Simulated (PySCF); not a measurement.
A structure optimised at PBE-D3(BJ)/def2-SVP, used in a PySCF frequency run:

```
C
H 1 1.1081
H 1 1.1166 2 107.55
C 1 1.4951 2 109.31 3 119.46
F 4 1.3379 1 115.13 2 -52.17
F 4 1.3449 5 110.55 1 132.05
C 1 1.5222 2 108.39 3 -116.88
F 7 1.3654 1 110.05 2 -58.38
F 7 1.3662 8 108.27 1 -119.15
H 7 1.1143 8 108.16 9 -117.40
```
Charge 0, spin multiplicity 2.

Write its SMILES and formula.

F[C](F)CC(F)F, C3H3F4

What are its rotational constants (standard atomic weights)?

5.1076, 1.3682, 1.3011 GHz
